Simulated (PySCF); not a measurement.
The dipole of Me2PhSiCl (`C[Si](C)(Cl)C1=CC=CC=C1`) from its density and from atomic charges.

Coordinates (GFN2-xTB, Å) and charges (e) from the PBE0/pcSseg-1 density (PySCF):

```json
{"atom": "C1", "x": "-2.087", "y": "-1.242", "z": "1.424", "Mulliken": "-0.6089", "IAO": "-0.7256", "Hirshfeld": "-0.2174", "ESP-fitted": "-0.6409"}
{"atom": "Si2", "x": "-1.424", "y": "-0.479", "z": "-0.192", "Mulliken": "+1.0271", "IAO": "+1.0732", "Hirshfeld": "+0.4009", "ESP-fitted": "+0.6837"}
{"atom": "C3", "x": "-2.438", "y": "1.053", "z": "-0.686", "Mulliken": "-0.6364", "IAO": "-0.7265", "Hirshfeld": "-0.2152", "ESP-fitted": "-0.6771"}
{"atom": "Cl4", "x": "-1.619", "y": "-1.877", "z": "-1.674", "Mulliken": "-0.3374", "IAO": "-0.3314", "Hirshfeld": "-0.1429", "ESP-fitted": "-0.2552"}
{"atom": "C5", "x": "0.422", "y": "-0.077", "z": "-0.023", "Mulliken": "-0.4074", "IAO": "-0.2858", "Hirshfeld": "-0.1011", "ESP-fitted": "-0.1307"}
{"atom": "C6", "x": "0.918", "y": "1.207", "z": "-0.230", "Mulliken": "-0.0694", "IAO": "-0.1386", "Hirshfeld": "-0.0476", "ESP-fitted": "-0.0918"}
{"atom": "C7", "x": "2.269", "y": "1.481", "z": "-0.110", "Mulliken": "-0.0616", "IAO": "-0.1521", "Hirshfeld": "-0.0484", "ESP-fitted": "-0.1749"}
{"atom": "C8", "x": "3.155", "y": "0.471", "z": "0.222", "Mulliken": "-0.0796", "IAO": "-0.1435", "Hirshfeld": "-0.0424", "ESP-fitted": "-0.1007"}
{"atom": "C9", "x": "2.681", "y": "-0.813", "z": "0.432", "Mulliken": "-0.0660", "IAO": "-0.1504", "Hirshfeld": "-0.0465", "ESP-fitted": "-0.1323"}
{"atom": "C10", "x": "1.330", "y": "-1.080", "z": "0.309", "Mulliken": "-0.0715", "IAO": "-0.1338", "Hirshfeld": "-0.0460", "ESP-fitted": "-0.1567"}
{"atom": "H11", "x": "-3.133", "y": "-1.519", "z": "1.326", "Mulliken": "+0.1433", "IAO": "+0.1596", "Hirshfeld": "+0.0425", "ESP-fitted": "+0.1643"}
{"atom": "H12", "x": "-1.537", "y": "-2.140", "z": "1.690", "Mulliken": "+0.1437", "IAO": "+0.1593", "Hirshfeld": "+0.0418", "ESP-fitted": "+0.1500"}
{"atom": "H13", "x": "-2.005", "y": "-0.549", "z": "2.256", "Mulliken": "+0.1426", "IAO": "+0.1606", "Hirshfeld": "+0.0445", "ESP-fitted": "+0.1717"}
{"atom": "H14", "x": "-2.379", "y": "1.831", "z": "0.070", "Mulliken": "+0.1414", "IAO": "+0.1579", "Hirshfeld": "+0.0444", "ESP-fitted": "+0.1749"}
{"atom": "H15", "x": "-3.486", "y": "0.798", "z": "-0.811", "Mulliken": "+0.1537", "IAO": "+0.1639", "Hirshfeld": "+0.0455", "ESP-fitted": "+0.1827"}
{"atom": "H16", "x": "-2.091", "y": "1.474", "z": "-1.625", "Mulliken": "+0.1492", "IAO": "+0.1612", "Hirshfeld": "+0.0435", "ESP-fitted": "+0.1592"}
{"atom": "H17", "x": "0.239", "y": "2.005", "z": "-0.491", "Mulliken": "+0.0807", "IAO": "+0.1442", "Hirshfeld": "+0.0452", "ESP-fitted": "+0.1223"}
{"atom": "H18", "x": "2.631", "y": "2.485", "z": "-0.278", "Mulliken": "+0.0888", "IAO": "+0.1531", "Hirshfeld": "+0.0506", "ESP-fitted": "+0.1421"}
{"atom": "H19", "x": "4.210", "y": "0.683", "z": "0.316", "Mulliken": "+0.0930", "IAO": "+0.1545", "Hirshfeld": "+0.0523", "ESP-fitted": "+0.1307"}
{"atom": "H20", "x": "3.366", "y": "-1.607", "z": "0.690", "Mulliken": "+0.0908", "IAO": "+0.1539", "Hirshfeld": "+0.0515", "ESP-fitted": "+0.1360"}
{"atom": "H21", "x": "0.971", "y": "-2.087", "z": "0.467", "Mulliken": "+0.0838", "IAO": "+0.1462", "Hirshfeld": "+0.0449", "ESP-fitted": "+0.1425"}
```

Compute μ = Σ q r for each scheme (1 e·Å = 4.803 D) and compare with the dipole of the full density.

The full density gives (0.42, 1.43, 1.51) D, 2.12 D in size; dipole vectors point from the negative to the positive end.

```csv
scheme,μx,μy,μz,size (D),share of the full size (%),angle to the full dipole (°)
Mulliken,-0.48,1.44,1.75,2.32,109,24
IAO,0.31,1.35,1.44,2.00,94,2
Hirshfeld,0.30,0.69,0.65,1.00,47,7
ESP-fitted,0.41,1.49,1.58,2.21,104,1
```

Which set comes closest?

Length of the difference vector: ESP-fitted 0.09 D, IAO 0.15 D, Mulliken 0.93 D, Hirshfeld 1.14 D. Closest: ESP-fitted. 

What is left for the Hirshfeld atoms' own dipoles?

The Hirshfeld atoms' densities add up to the full density, so μ = Σ q r + Σ (atomic dipoles). The atomic dipoles sum to (0.42, 1.43, 1.51) − (0.30, 0.69, 0.65) = (0.12, 0.74, 0.86) D, 1.14 D in size.

With the origin at the mean of the coordinates, (0.000, 0.001, 0.147) Å, which are the largest single terms, by size, of the Mulliken dipole along the direction of the full one?

Cl4 +4.67, Si2 -4.16, C3 +1.10, C1 +0.99, H18 +0.81 D; all 21 atoms together +2.13 D. The single terms depend on the origin, their sum doesn't.

Give the size of the full dipole in other units.

2.12 D = 0.836 au = 0.442 e·Å = 7.08 × 10⁻³⁰ C·m.

One conformer (not necessarily the lowest) at the GFN2-xTB geometry, without solvent, vibrations or thermal averaging.

The run behind these numbers computed NMR shieldings as well. On one thread, Arm Neoverse V2, shared host, this took 48 s wall.

Shape of the structure used: `[CH3:1][Si:2]([CH3:3])([Cl:4])[c:5]1[cH:6][cH:7][cH:8][cH:9][cH:10]1`: C1–Si2–C5–C6 -123°.
